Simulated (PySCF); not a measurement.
PySCF input (M06-2X/6-311+G**):

```python
from pyscf import gto, dft

mol = gto.M(
    atom='''
    Al   -0.08487950   -0.01304734    0.03990889
    H     1.05809656   -0.36792410    1.15641379
    H     0.01896754    1.55260936   -0.42576253
    H     0.02636943   -1.01506980   -1.24946679
    ''',
    basis='6-311+g**',
    charge=-1,
    spin=1,
    verbose=4,
)

mf = dft.UKS(mol, xc='m062x')
mf.grids.level = 4
mf.conv_tol = 1e-9
mf.max_cycle = 100
mf.max_memory = 1500
mf.kernel()
if not mf.converged:
    mf = mf.newton()
    mf.kernel(mf.make_rdm1())
mo, _, stable, _ = mf.stability(return_status=True)
if not stable:
    mf.kernel(mf.make_rdm1(mo, mf.mo_occ))
    stable = mf.stability(return_status=True)[2]
mf.dip_moment()
```

From the last part of the output:

```
direct_scf = True
direct_scf_tol = 1e-13
number electrons alpha = 9  beta = 8
XC library pyscf.dft.libxc version 7.1.2
    S. Lehtola, C. Steigemann, M. J. T. Oliveira, and M. A. L. Marques,  SoftwareX 7, 1–5 (2018)
XC functionals = m062x
    Y. Zhao and D. G. Truhlar,  Theor. Chem. Acc. 120, 215 (2008)
    Y. Zhao and D. G. Truhlar,  Theor. Chem. Acc. 120, 215 (2008)
radial grids:
    Treutler-Ahlrichs [JCP 102, 346 (1995); DOI:10.1063/1.469408] (M4) radial grids

becke partition: Becke, JCP 88, 2547 (1988); DOI:10.1063/1.454033
pruning grids: <function nwchem_prune>
grids dens level: 4
symmetrized grids: False
atomic radii adjust function: <function treutler_atomic_radii_adjust>
small_rho_cutoff = 0
Set gradient conv threshold to 3.16228e-05
tot grids = 75816
init E= -243.843028115006
  alpha nocc = 9  HOMO = -0.09772914541972  LUMO = 0.0236048511412154
  beta  nocc = 8  HOMO = -0.319026433232588  LUMO = -0.09772914541972

WARN: HOMO -0.09772914541972 >= LUMO -0.09772914541972

cycle= 1 E= -244.15879648539  delta_E= -0.316  |g|= 0.112  |ddm|= 0.972
  alpha nocc = 9  HOMO = 0.0362889999239127  LUMO = 0.168242790470954
  beta  nocc = 8  HOMO = -0.0924304396011937  LUMO = 0.134897500070606
  HOMO = 0.0362889999239  LUMO = 0.134897500071  gap/eV = 2.68327
cycle= 2 E= -244.176107918109  delta_E= -0.0173  |g|= 0.0368  |ddm|= 0.618
  alpha nocc = 9  HOMO = 0.00878461671671005  LUMO = 0.153670120227793
  beta  nocc = 8  HOMO = -0.131103485100515  LUMO = 0.0999757128679868
  HOMO = 0.00878461671671  LUMO = 0.099975712868  gap/eV = 2.48144
cycle= 3 E= -244.177413330414  delta_E= -0.00131  |g|= 0.0104  |ddm|= 0.19
  alpha nocc = 9  HOMO = 0.00876580322977816  LUMO = 0.150665219181619
  beta  nocc = 8  HOMO = -0.131814738937719  LUMO = 0.0893193575814964
  HOMO = 0.00876580322978  LUMO = 0.0893193575815  gap/eV = 2.19197
cycle= 4 E= -244.177515305069  delta_E= -0.000102  |g|= 0.0035  |ddm|= 0.0364
  alpha nocc = 9  HOMO = 0.00789999970584176  LUMO = 0.149254887337469
  beta  nocc = 8  HOMO = -0.132899820476876  LUMO = 0.0849500191971262
  HOMO = 0.00789999970584  LUMO = 0.0849500191971  gap/eV = 2.09664
cycle= 5 E= -244.177532894516  delta_E= -1.76e-05  |g|= 0.000882  |ddm|= 0.0241
  alpha nocc = 9  HOMO = 0.007972913850395  LUMO = 0.149023050430778
  beta  nocc = 8  HOMO = -0.133086290258423  LUMO = 0.0844932368285906
  HOMO = 0.0079729138504  LUMO = 0.0844932368286  gap/eV = 2.08222
cycle= 6 E= -244.177536552672  delta_E= -3.66e-06  |g|= 0.000286  |ddm|= 0.0142
  alpha nocc = 9  HOMO = 0.00794097243930025  LUMO = 0.14905708670203
  beta  nocc = 8  HOMO = -0.133250016851271  LUMO = 0.0843233418979224
  HOMO = 0.0079409724393  LUMO = 0.0843233418979  gap/eV = 2.07847
cycle= 7 E= -244.177537018534  delta_E= -4.66e-07  |g|= 7.28e-05  |ddm|= 0.00625
  alpha nocc = 9  HOMO = 0.00792747627890833  LUMO = 0.149100019474741
  beta  nocc = 8  HOMO = -0.133280239716329  LUMO = 0.0843680602620302
  HOMO = 0.00792747627891  LUMO = 0.084368060262  gap/eV = 2.08005
cycle= 8 E= -244.177537045762  delta_E= -2.72e-08  |g|= 1.43e-05  |ddm|= 0.00181
  alpha nocc = 9  HOMO = 0.00792952887269394  LUMO = 0.149109521998528
  beta  nocc = 8  HOMO = -0.133280768762219  LUMO = 0.0843865841038096
  HOMO = 0.00792952887269  LUMO = 0.0843865841038  gap/eV = 2.08050
cycle= 9 E= -244.177537046497  delta_E= -7.34e-10  |g|= 3.58e-06  |ddm|= 0.000249
  alpha nocc = 9  HOMO = 0.00792828526593325  LUMO = 0.149108209998299
  beta  nocc = 8  HOMO = -0.133281361770347  LUMO = 0.0843847147102012
  HOMO = 0.00792828526593  LUMO = 0.0843847147102  gap/eV = 2.08049
Extra cycle  E= -244.177537046524  delta_E= -2.71e-11  |g|= 1.5e-06  |ddm|= 2.74e-05
converged SCF energy = -244.177537046524  <S^2> = 0.75265809  2S+1 = 2.0026563
uhf_internal: lowest eigs of H = [0.17346131 0.1878497  0.20400507]
<class 'pyscf.dft.uks.UKS'> wavefunction is stable in the internal stability analysis

WARN: System has nonzero charge -1; the dipole moment is origin-dependent.
Location of origin: [0. 0. 0.]

Dipole moment(X, Y, Z, Debye):  0.04497,  0.00694, -0.02113
```

The dipole moment of an ion depends on the origin.
